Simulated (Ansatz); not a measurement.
Molecule: CuH, net charge 0, triplet state. This is an excited triplet: at this geometry the singlet lies 2.53 eV lower at CCSD(T)/CBS(def2-TZVPPD,def2-QZVPPD). 
Geometry from a B3LYP-D3(BJ)/def2-TZVP (Ansatz, a quantum-chemistry and plane-wave program) optimisation:
```xyz
2

Cu     0.0000     0.0000    -0.0533
H      0.0000     0.0000     1.5463
```
Charge 0, spin multiplicity 3.

Basis-set convergence of Hartree-Fock and CCSD correlation energies (hartree) with Ansatz. Cores are frozen in the correlated levels unless marked. UHF or UKS for open shells. Spin-orbit coupling is left out. Frozen are the shells of the preceding noble gas and the d and f shells that filled before the atom's block. No relativistic terms.

The T1 diagnostic of CCSD in the largest basis is 0.086, which is high, so the coupled-cluster rows are less sure than usual.

```json
[
 {"basis": "def2-SVPD", "functions": "42", "E(HF)": "-1639.22391", "E(corr, CCSD)": "-0.23649"},
 {"basis": "def2-TZVPPD", "functions": "84", "E(HF)": "-1639.46147", "E(corr, CCSD)": "-0.39521"},
 {"basis": "def2-QZVPPD", "functions": "133", "E(HF)": "-1639.50309", "E(corr, CCSD)": "-0.41899"}
]
```

Extrapolating the two largest sets (X = 3 and 4) as X^-3: E(corr) = (64·(-0.41899) - 27·(-0.39521))/37 = -0.4363 Eh, an estimate of the basis-set limit. The largest set recovers 96.0 % of it, the smallest 54.2 %.
